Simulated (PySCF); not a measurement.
## Diatomics of Cl with group 12

PBE0 with double-zeta basis sets in PySCF, for the lowest determinant that a PBE0 search found; no spin–orbit coupling. De refers to high-spin ground-configuration atoms. A positive dipole means M(−)Cl(+).

| M | basis | state (unpaired electrons) | Re (Å) | ωe (cm⁻¹) | De (eV) | μ (D) |
| --- | --- | --- | --- | --- | --- | --- |
| Zn | x2c-SVPall | doublet (σ ↑) | 2.167 | 378 | 2.11 | -2.84 |
| Cd | def2-SVP | doublet (σ ↑) | 2.368 | 323 | 1.95 | -3.26 |
| Hg | cc-pVDZ-PP/cc-pV(D+d)Z | doublet (σ ↑) | 2.414 | 260 | 1.07 | -2.84 |

The shortest bond is that of ZnCl (2.167 Å), the longest that of HgCl (2.414 Å).

The rows differ in basis set, which adds steps of its own.

Down a group the atoms grow and get heavier, so bonds lengthen and wavenumbers fall; this series shows no clear exception.

These are scalar-relativistic numbers at best; spin–orbit coupling would shift them, the dissociation energy most. States were picked by a PBE0 search and need not be the measured ground states.
